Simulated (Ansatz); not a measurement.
`[CH3][Sn][SH]` and `[CH3][Sn][OH]` differ in one element.

Ansatz, PBE0-D4/def2-TZVP geometries, multiplicity 1. Each molecule was computed in one conformer, which needn't be the lowest.

Elements past krypton have def2 core potentials.

```
                             property  `[CH3][Sn][SH]`
  HOMO–LUMO gap (PBE/def2-TZVPP) / eV             2.52
HOMO energy (ωB97M-V/def2-TZVPP) / eV            -8.62
LUMO energy (ωB97M-V/def2-TZVPP) / eV            -0.68
   HOMO energy (PBE0/def2-TZVPP) / eV            -6.58
  LUMO energy (B3LYP/def2-TZVPP) / eV            -2.63
 HOMO–LUMO gap (PBE0/def2-TZVPP) / eV             4.18
```

Give the same properties after the change, and the shifts. (Best estimate.)

The calculation gave: 
| property | `[CH3][Sn][OH]` | shift |
| --- | --- | --- |
| HOMO–LUMO gap (PBE/def2-TZVPP) / eV | 2.64 | 0.12 |
| HOMO energy (ωB97M-V/def2-TZVPP) / eV | -8.58 | 0.04 |
| LUMO energy (ωB97M-V/def2-TZVPP) / eV | -0.40 | 0.28 |
| HOMO energy (PBE0/def2-TZVPP) / eV | -6.49 | 0.09 |
| LUMO energy (B3LYP/def2-TZVPP) / eV | -2.39 | 0.24 |
| HOMO–LUMO gap (PBE0/def2-TZVPP) / eV | 4.37 | 0.19 |

With PBE0 the HOMO rises by 0.09 eV and the LUMO rises by 0.27 eV, so the gap widens by about 0.18 eV. PBE moves the HOMO by 0.13 eV and ωB97M-V by 0.04 eV.

B3LYP here is the variant with VWN-RPA as its local correlation; programs differ in this.
